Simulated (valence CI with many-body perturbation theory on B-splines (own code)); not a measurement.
**Which ion has this spectrum?**

A relativistic CI+MBPT calculation for an atom or ion with 31 electrons gives these levels (cm⁻¹):

```tsv
J	Parity	E	g
1/2	odd	0	0.66
3/2	odd	209694	1.33
1/2	even	470622	2.40
3/2	even	621584	1.69
5/2	even	663289	1.42
3/2	even	728573	0.92
1/2	even	756926	1.16
5/2	even	858056	1.38
1/2	even	967004	1.77
3/2	even	970940	1.23
3/2	even	1067672	0.82
5/2	even	1103904	1.20
3/2	odd	1219542	1.34
3/2	odd	1386050	1.41
```

The energies are calculated, and their last digits are not significant.

(1) Which is it?
A. La26+
B. Ce27+
C. Nd29+
D. Cs24+

Results:

(1) B. Ce27+, ground level (4s^2 4p1/2) J=1/2.
